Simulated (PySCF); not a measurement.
All values below come from B3LYP-D3(BJ)/def2-TZVP // PBE0-D4/def2-TZVP (PySCF). All species are isolated molecules in the gas phase. One relaxed conformer stands for a flexible species; it need not be the lowest. B3LYP has the VWN-RPA correlation part, as in Gaussian. Excitations are Tamm–Dancoff values on a coarser integration grid. The basis has no diffuse functions, so Rydberg states are missing or too high.

Reference species (SMILES): `O[SiH2][GeH3]` (H–O–Si–Ge torsion 60°) (neutral, multiplicity 1).

```
Quantity              Result
-------------------  -------
S1 excitation (TDA)  6.01 eV
S1–T1 gap (TDA)      0.56 eV
```

Changed species: `S[SiH2]O` (H–O–Si–S torsion -52°, O–Si–S–H torsion -65°) (X = mercapto; the reference has X = germyl).

Q: Give the shifts of the S1 excitation (TDA) and S1–T1 gap (TDA).

A: the S1 excitation (TDA) increases by 0.20 eV, to 6.21 eV; the S1–T1 gap (TDA) decreases by 0.03 eV, to 0.53 eV.
